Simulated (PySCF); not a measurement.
**Electron correlation in Re (rhenium, neutral)**

[Xe] 4f14 5d5 6s1 7s1, high-spin 8S determinant (an excited configuration). Calculation: PySCF 2.14, in x2c-TZVPPall with one added diffuse shell each of s, p, d, f type (12s8p8d4f1g, 113 functions); the spin-free X2C one-electron Hamiltonian (Gaussian nucleus). Frozen: [Xe] 4f14; 7 electrons correlated.

MP2 pair energies summed by pair of shells (mhartree):

```csv
pair,energy,share (%)
5d-5d,-48.19,66.6
5d-6s,-19.97,27.6
5d-7s,-2.46,3.4
6s-7s,-1.70,2.4
```

Total MP2 correlation energy: -72.32 mhartree.

Same-spin part -72.32 and opposite-spin part 0.00 mhartree; SCS-MP2 scales them by 1/3 and 6/5 to -24.11 mhartree.
